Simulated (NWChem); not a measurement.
Species: SiH₂SOCl₂; SMILES O[Si](Cl)(Cl)S

```xyz
7

O      0.1723     0.1095    -1.9570
Si     0.1058     0.0589    -0.3169
S      0.2654     2.0214     0.4402
Cl    -1.6405    -0.8916     0.2242
Cl     1.6600    -1.0024     0.4934
H     -0.1287    -0.6713    -2.4347
H     -0.7203     2.4876    -0.3602
```
Atoms are numbered in this order, from 1.

Program: NWChem. Pople sets run with spherical d functions. STO-3G and 3-21G are far too small for this property and stand as cheap habits. Coordinates come from a PBE0/def2-SVP optimisation. GIAO values for the isolated, static molecule; σ is the absolute isotropic shielding, δ = σ(reference) − σ with the isolated reference molecule computed at the same levels (1H: tetramethylsilane, 17O: water, 29Si: tetramethylsilane).

```csv
level,δ O1 (ppm),δ Si2 (ppm),σ S3 (ppm),σ Cl4 (ppm),σ Cl5 (ppm),δ H6 (ppm),δ H7 (ppm)
PBE0/pcSseg-1,108.4,11.7,650.7,784.4,804.3,2.71,1.56
B3LYP/6-311G**,…,…,…,…,…,…,…
Hartree-Fock/STO-3G,-57.0,39.9,942.1,1178.6,1185.2,-1.07,-0.60
"LDA (Slater exchange, VWN5)/pcSseg-1",136.4,15.7,614.5,717.1,742.8,2.95,1.79
```

Question: Some entries are withheld; supply them.

Answer: 
- B3LYP/6-311G**, δ O1 (ppm): 119.9
- B3LYP/6-311G**, δ Si2 (ppm): 14.2
- B3LYP/6-311G**, σ S3 (ppm): 622.1
- B3LYP/6-311G**, σ Cl4 (ppm): 767.5
- B3LYP/6-311G**, σ Cl5 (ppm): 789.3
- B3LYP/6-311G**, δ H6 (ppm): 2.52
- B3LYP/6-311G**, δ H7 (ppm): 1.45
